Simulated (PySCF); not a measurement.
```xyz
4
charge 0 multiplicity 2, angstrom
Ru   -0.0167    0.1810    0.0000
N    -0.0177   -1.3994    0.0000
H     0.9666    0.5727   -1.2010
H     0.9666    0.5727    1.2010
```

Method: UPBE0 in PySCF with Ru def2-TZVP with ECP28, N def2-TZVP, H def2-TZVP; scalar-relativistic core potentials, no spin–orbit coupling; density-fitted integrals.

This geometry of H₂RuN is a stationary point at this level.

(1) What is the point group?

(2) Is it a minimum?

(3) Which band is strongest in the infrared?

(4) Give the ideal-gas entropy at 298.15 K and 1 bar by parts.

(5) What is the atomisation energy, with and without zero-point energy?

Answers

(1) Cs.

(2) Yes: all harmonic wavenumbers are real.

(3) 1157 cm⁻¹ (a'), 69 km/mol.

(4) translation 168.3, rotation 84.3, vibration 6.2, spin 5.8; total 264.6 J/(mol K).

(5) 976 kJ/mol without, 934 kJ/mol with.

Only a few start shapes were tried, so a lower isomer may exist. With open d or f shells other occupations or spin states may lie lower.
